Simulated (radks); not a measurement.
Spherical quantum dot in the effective-mass picture: electrons in a parabolic well V = omega^2 r^2 / 2 with omega = 0.427, all in effective atomic units (hartree* = m*/eps^2 hartree, bohr* = eps/m* bohr), one dielectric constant everywhere. Calculated with a radial shooting solver with Libxc functionals: non-relativistic Kohn-Sham, PBEsol, spin-polarised, spherical densities. Levels are named by radial order and angular momentum (1s, 1p, 1d, 2s, ...), and open shells are averaged over m.

N = 24, configuration 1s2 1p6 1d10 2s2 1f(up 4, down 0). This is the lowest configuration that the search found. Occupied levels:

level    occupation  eigenvalue (hartree*)  <r> (bohr*)
1s up             1                 6.6731        3.137
1s down           1                 6.6860        3.049
1p up             3                 6.8045        3.758
1p down           3                 6.8252        3.702
1d up             5                 6.9665        4.176
1d down           5                 6.9920        4.145
2s up             1                 7.0351        3.406
2s down           1                 7.0510        3.443
1f up             4                 7.1549        4.500

Energy (hartree*): total 103.539, kinetic 7.7230, external 37.270, Hartree 65.228, exchange-correlation -6.6817.

Electron density:

r (bohr*)  n(r) (e/bohr*^3)
0.372               0.05742
0.995               0.04997
1.62                0.04205
2.24                0.03978
2.86                0.04316
3.48                0.04560
4.11                0.04008
4.73                0.02655
5.35                0.01229
5.97               0.003774
6.59              0.0007742
7.22              0.0001068
7.84              9.710e-06
